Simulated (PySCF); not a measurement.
Isomers C5H11PSi:

A. SMILES C=C[Si@H](P)C1CC1
B. `InChI=1S/C5H11PSi/c6-7-4-3-5(7)1-2-5/h7H,1-4,6H2/t7-/m1/s1`
C. `CC#C[Si](C)(C)P`

Spectrum 1. $^{1}$H NMR (500 MHz, computed): δ 2.05 (s, 3H), 1.19 (m, 2H), 0.27 (m, 6H). $^{13}$C{$^{1}$H} NMR (computed): δ 113.9 (C), 89.5 (C), 6.0 (CH3), 2.1 (CH3).

Spectrum 2. $^{1}$H NMR (500 MHz, computed): δ 5.34 (m, 1H), 2.35 (m, 1H), 2.02 (m, 1H), 1.63 (m, 1H), 1.55 (m, 1H), 1.15 (m, 2H), 0.60 (m, 1H), 0.56 (m, 1H), 0.52 (m, 1H), 0.42 (m, 1H). $^{13}$C{$^{1}$H} NMR (computed): δ 34.3 (CH2), 17.5 (C), 17.2 (CH2), 16.6 (CH2), 10.5 (CH2).

Spectrum 3. $^{1}$H NMR (500 MHz, computed): δ 6.40 (m, 1H), 6.34 (m, 1H), 6.05 (m, 1H), 4.84 (m, 1H), 1.13 (m, 2H), 0.83 (m, 1H), 0.72 (m, 1H), 0.39 (m, 1H), 0.25 (m, 1H), -0.37 (m, 1H). $^{13}$C{$^{1}$H} NMR (computed): δ 145.0 (CH), 142.7 (CH2), 6.9 (CH2), 6.2 (CH2), -2.9 (CH).

Theory: GFN2-xTB structure, PBE0/pcSseg-1 with gauge-including orbitals, in PySCF (no relativistic terms, equivalent nuclei averaged, gas phase, single conformer).

Shifts are taken against calculated references (same method and geometry level): $^{1}$H (σ = 31.72 ppm), $^{13}$C (σ = 186.93 ppm) against TMS. Splittings of carbon signals by F and P are missing where no couplings were computed. Where no couplings were computed, multiplicities follow the n + 1 count of equivalent neighbours, and m marks all less simple cases (inequivalent or close neighbours, rings, F or P nearby). Shifts are as computed. Against solution values, carbons near 30 ppm lie about +3 ppm off and those near 130 ppm about +5 ppm. Of 1211 compounds with measured shifts, 218 miss one by over three times the rms of a fit or turn the order of signals round; such compounds aren't used in these exercises.

Q: Which spectrum belongs to which compound?

A: 1–C, 2–B, 3–A.

- Spectrum 1 (C): 4 $^{13}$C signals; δC 89.5 is an alkyne carbon; δC 6.0 is a propargylic methyl carbon.
- Spectrum 2 (B): 5 $^{13}$C signals; δC 34.3 is an sp3 CH2 in a ring; δC 17.5 is a three-membered-ring carbon.
- Spectrum 3 (A): 5 $^{13}$C signals; δC 145.0 is an alkene CH; δC 142.7 is a terminal =CH2 carbon.
